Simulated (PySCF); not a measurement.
C4H5Cl2F, SMILES C=C(F)CC(Cl)Cl. Atoms are numbered in the order given.

```xyz
12

C     -2.3949     0.1236    -0.8036
C     -1.4997    -0.5716    -0.1018
F     -1.7232    -0.8513     1.1940
C     -0.1972    -1.1211    -0.5919
C      1.0346    -0.2665    -0.3025
Cl     1.2672    -0.0062     1.4525
Cl     0.9504     1.2987    -1.1755
H     -2.2039     0.3554    -1.8517
H     -3.3120     0.4818    -0.3315
H     -0.0310    -2.1073    -0.1258
H     -0.2430    -1.2616    -1.6830
H      1.9437    -0.7648    -0.6634
```
Charge 0, spin multiplicity 1.

Geometry optimised at r2SCAN-D4/def2-SVP. The structure was generated by enumeration, and PubChem lists no compound with its InChIKey, so it may never have been made. One conformer was computed; it need not be the lowest.

The numbers are results of SMD-ωB97X/6-31G* in PySCF, not measurements.

Solvation free energies are E(SMD) − E(gas) at the gas-phase geometry, for 1 M in both phases. In vacuum the dipole moment is 2.68 D.

**Question.** Estimate the solvation free energies in water, toluene, 2-propanol. (The exact figures need the calculation; the answer reports its results.)

**Answer.** 
| solvent | ΔG(solv) (kcal/mol) | its non-electrostatic (CDS) part | dipole (D) |
|---|---|---|---|
| water | -2.9 | 3.7 | 3.67 |
| toluene | -5.4 | -2.5 | 3.08 |
| 2-propanol | -7.6 | -1.5 | 3.59 |
